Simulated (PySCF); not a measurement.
C3H6GeO, SMILES O=C1[CH2][GeH2][CH2]1.

Geometry optimised at B3LYP-D3(BJ)/def2-SVP. This is a generated structure with no PubChem entry under its InChIKey; it may be hypothetical.

These are B3LYP-D3(BJ)/def2-SVP (PySCF) values and carry that method's errors.

Frequencies are harmonic and unscaled.

Task: Give all harmonic wavenumbers and intensities. (An estimate is asked for; the answer gives what the named calculation found.)

Result: 
| mode | ν (cm⁻¹) | IR (km/mol) | Raman (Å⁴/amu) | depolarisation | moving atoms (share of kinetic energy) |
|---|---|---|---|---|---|
| 1 | 93 | 4.2 | 0.4 | 0.64 | O 36 %, C 34 %, H 22 % |
| 2 | 356 | 5.8 | 4.5 | 0.36 | H 32 %, C 27 %, Ge 21 %, O 20 % |
| 3 | 434 | 0.2 | 5.6 | 0.75 | H 88 %, C 8 % |
| 4 | 435 | 9.7 | 0.8 | 0.29 | H 89 % |
| 5 | 455 | 0.0 | 0.4 | 0.75 | C 45 %, O 31 %, H 20 % |
| 6 | 490 | 6.9 | 11.5 | 0.08 | C 45 %, H 32 %, Ge 18 % |
| 7 | 559 | 21.4 | 10.2 | 0.75 | C 54 %, H 28 %, Ge 9 %, O 8 % |
| 8 | 644 | 33.2 | 13.1 | 0.75 | H 92 % |
| 9 | 689 | 0.3 | 13.9 | 0.75 | H 74 %, C 26 % |
| 10 | 697 | 0.5 | 1.7 | 0.55 | C 49 %, H 30 %, O 20 % |
| 11 | 807 | 58.0 | 9.6 | 0.34 | C 50 %, H 46 % |
| 12 | 844 | 14.7 | 23.5 | 0.15 | C 59 %, H 40 % |
| 13 | 870 | 75.6 | 14.5 | 0.70 | H 93 % |
| 14 | 920 | 3.1 | 0.1 | 0.75 | H 96 % |
| 15 | 1054 | 29.3 | 0.1 | 0.75 | H 65 %, C 35 % |
| 16 | 1092 | 11.9 | 9.2 | 0.38 | H 62 %, C 36 % |
| 17 | 1120 | 5.4 | 6.3 | 0.66 | H 65 %, C 30 % |
| 18 | 1133 | 89.3 | 1.1 | 0.75 | C 81 %, H 16 % |
| 19 | 1376 | 23.1 | 7.5 | 0.75 | H 89 %, C 11 % |
| 20 | 1393 | 6.3 | 15.9 | 0.72 | H 90 %, C 9 % |
| 21 | 1859 | 283.4 | 19.8 | 0.63 | C 63 %, O 36 % |
| 22 | 2141 | 98.9 | 234.7 | 0.12 | H 99 % |
| 23 | 2156 | 112.1 | 108.5 | 0.66 | H 98 % |
| 24 | 3058 | 0.1 | 19.3 | 0.75 | H 94 % |
| 25 | 3063 | 1.7 | 196.8 | 0.10 | H 94 % |
| 26 | 3155 | 1.2 | 100.6 | 0.41 | H 91 %, C 9 % |
| 27 | 3156 | 1.6 | 91.3 | 0.75 | H 91 %, C 9 % |
